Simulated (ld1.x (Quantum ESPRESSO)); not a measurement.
# Building the PAW potential for beryllium (Be) (PBEsol, scalar-relativistic).

```json
{"Element": "beryllium", "Generator": "ld1.x (Quantum ESPRESSO) 7.5", "Type": "PAW", "Functional": "PBEsol", "Relativity": "scalar-relativistic", "Frozen core": "[He]", "Valence charge": "2", "Reference configuration": "2s2 2p0", "Partial waves": "2s (bound): rcut 1.45, rcutus 1.95 bohr; 2s channel at 1.1 Ry: rcut 1.45, rcutus 1.95 bohr; 2p (bound, empty): rcut 4.15, rcutus 4.45 bohr; 2p channel at 0.7 Ry: rcut 4.15, rcutus 4.45 bohr; 3d channel at 0.25 Ry: rcut 3.50, rcutus 4.05 bohr; 3d channel at 2.15 Ry: rcut 3.50, rcutus 4.05 bohr", "Local potential": "all-electron potential smoothed inside 3.05 bohr (lloc = -1)", "Core correction": "Bessel-smoothed model core inside 1.20 bohr", "Augmentation charge": "PSQ, inside the norm-conserving radii"}
```

All-electron outer shells of the reference configuration (PBEsol, scalar-relativistic, ld1.x):

```
shell  level (eV)  outermost node (bohr)  outermost maximum (bohr)
   1s     -105.45                      –                      0.27
   2s       -5.54                   0.60                      2.04
   2p       -1.97                      –                      2.31
```

Results:

| Item | Value |
| --- | --- |
| Cutoffs needed | 6 Ry and 8 Ry (the cutoffs (Ry, on a coarse ladder) from which the occupation-weighted sum of valence levels, in a spherical-Bessel basis at the reference potential, stays within 10 and 1 mRy of its value at 400 Ry) |
| Ghost test | no extra level below or beside the all-electron valence levels (s, p, d, f tested) (spherical-Bessel basis up to 400 Ry, 20 bohr box) |
| Largest excitation error | -9.6 meV (all-electron minus pseudo) for 2s0 2p1, out of 5 test configurations |
| Lowest eigenvalue of the overlap operator | 0.70 (s channel) |
| Density cutoff estimated by the generator | 110 Ry |

Generation and tests took about 1 s on one core of a shared server CPU.
